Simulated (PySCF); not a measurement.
## Worked example: oscillator strength and radiative lifetime

C4H3ClF2, SMILES CC(Cl)=C=C(F)F.

Coordinates come from a B3LYP-D3(BJ)/def2-SVP optimisation. The structure was generated by enumeration, and PubChem lists no compound with its InChIKey, so it may never have been made.

PySCF 2.14.0 with TDA-PBE/def2-SVPD puts the first singlet state with f over 0.02 at 6.44 eV (vertical), with the transition dipole (0.351, 0.115, 0.000) in atomic units.

Problem. Find the oscillator strength, the wavelength and the radiative lifetime that this transition would have in vacuum if emission retraced absorption.

Solution. 
|μ|² = 0.1364 au, so |μ| = 0.94 D. ΔE = 6.44/27.211 = 0.2367 hartree. f = (2/3) ΔE |μ|² = 0.022 (the program prints 0.022).
λ = 1239.84/6.44 = 193 nm; ν = 51942 cm⁻¹.
Einstein's coefficient A = 0.6670 ν² f s⁻¹ (ν in cm⁻¹) = 3.9e7 s⁻¹, so τ = 1/A = 26 ns. This state is S6; the lower singlets have f = 0.000, 0.000, 0.000, 0.000, 0.005. The figure is the radiative limit of this one transition; relaxation, internal conversion, crossing to triplets and a medium change what is measured.
